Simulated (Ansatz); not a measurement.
This geometry of BBrH$_{2}$S (5 atoms, charge 0, multiplicity 1) is a first-order saddle point.

The calculation used RKS B3LYP-D4/def2-SVP in Ansatz.

```xyz
5
Properties=species:S:1:pos:R:3
S -1.235 0.716 0.231
B 0.486 0.040 0.161
Br 0.914 -1.698 0.833
H -1.522 0.196 -0.988
H 1.407 0.673 -0.278
```

(1) Which two structures does it join? (They come from a converged band through this point; their orientation in space is the band's.)

(2) How far does it lie above each of them?

## Answers

(1) No bond is made or broken. The dihedral H4–S1–B2–Br3 goes from -180 to 0°.

Image 0:

```xyz
5
Properties=species:S:1:pos:R:3
S -1.320 -0.044 -0.291
B 0.406 -0.169 0.148
Br 1.032 -1.773 0.993
H -1.255 1.199 -0.824
H 1.188 0.713 -0.067
```

Image 10:

```xyz
5
Properties=species:S:1:pos:R:3
S -0.866 0.904 -0.608
B 0.563 0.085 0.071
Br 0.532 -1.674 0.838
H -1.782 -0.069 -0.383
H 1.603 0.680 0.040
```

(2) 0.69 eV above the first and 0.71 eV above the second. This is the barrier of this one path; another mechanism may lie lower.

The run took 2.3 min on 1 thread of AMD EPYC 9R45 96-Core Processor (Zen 5), with other jobs on the host, peak memory 0.17 GiB.
